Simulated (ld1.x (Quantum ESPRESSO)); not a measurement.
# Reading a pseudo-wave (beryllium)

Columns: radius, all-electron u(r) and pseudo u(r) of the 2s shell (level -5.70 eV) of beryllium in the configuration [He] 2s1.75 2p0.25; PBEsol, scalar-relativistic, TM scheme, ld1.x (Quantum ESPRESSO) 7.5.

| r (bohr) | all-electron | pseudo |
| --- | --- | --- |
| 0.130 | 0.2233 | -0.0525 |
| 0.260 | 0.2457 | -0.1003 |
| 0.390 | 0.1760 | -0.1401 |
| 0.520 | 0.0685 | -0.1723 |
| 0.650 | -0.0492 | -0.2021 |
| 0.780 | -0.1629 | -0.2386 |
| 0.910 | -0.2659 | -0.2905 |
| 1.040 | -0.3555 | -0.3588 |
| 1.170 | -0.4315 | -0.4316 |
| 1.300 | -0.4944 | -0.4944 |
| 1.430 | -0.5441 | -0.5441 |
| 1.560 | -0.5816 | -0.5816 |
| 1.690 | -0.6083 | -0.6083 |
| 1.820 | -0.6254 | -0.6254 |
| 1.950 | -0.6342 | -0.6342 |
| 2.080 | -0.6359 | -0.6359 |
| 2.210 | -0.6316 | -0.6316 |
| 2.340 | -0.6223 | -0.6223 |
| 2.470 | -0.6090 | -0.6090 |
| 2.600 | -0.5925 | -0.5925 |
| 2.730 | -0.5734 | -0.5734 |
| 2.860 | -0.5525 | -0.5525 |
| 2.990 | -0.5301 | -0.5301 |
| 3.120 | -0.5069 | -0.5069 |
| 3.250 | -0.4831 | -0.4831 |
| 3.380 | -0.4591 | -0.4591 |

(1) How many radial nodes do the two functions have?

(2) At about which radius was the pseudo-wave matched?

(3) Where does each function peak?

(4) Is the pseudo-wave norm-conserving?

Results:

(1) The all-electron 2s function has n − l − 1 = 1; the pseudo-wave has 0, since the states of the same l below it are removed with the core.

(2) 1.25 bohr, where the columns begin to agree (steps of 0.13 bohr).

(3) Outermost all-electron maximum near 2.08 bohr, pseudo maximum near 2.08 bohr (to the table’s step).

(4) Yes: the TM scheme keeps the norm inside the radius equal to the all-electron one, which fixes the energy derivative of the logarithmic derivative at the level.
